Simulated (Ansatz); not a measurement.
```xyz
12

C    -0.0091   -0.0461   -1.4764
C     0.0301   -0.0167   -0.0847
C     0.0290    1.2639    0.6370
C    -0.0446   -1.2532    0.6916
H     0.0237   -0.8913   -2.0163
H    -0.0445    0.9500   -2.0140
H     0.0418    2.1471    0.0571
H    -0.8633    1.3609    1.3144
H     0.8376    1.3362    1.3237
H    -0.0436   -2.1556    0.0576
H     0.8980   -1.3235    1.3844
H    -0.9233   -1.3190    1.3668
```

Basis set: 6-31G (spherical functions). Left uncorrelated: 4 orbitals. Charge 0, multiplicity 1.

Computed with Ansatz (development build ahead of 0.2.0); each method stands on the lowest determinant of its kind that the runs found. Restricted open shells among the atoms or ions are ROHF, correlated in semicanonical orbitals with singles.

The atomization energy at this shape (free ground-state atoms in the same class of orbitals less the molecule, no zero-point energy) of singlet C4H8:

| method | atomization energy |
| --- | --- |
| RHF | 36.36 eV |

What does RHF-MP2 give?

43.70 eV.

This basis has no polarisation functions and is too small for such energies, which can lie far from measured ones in either direction.
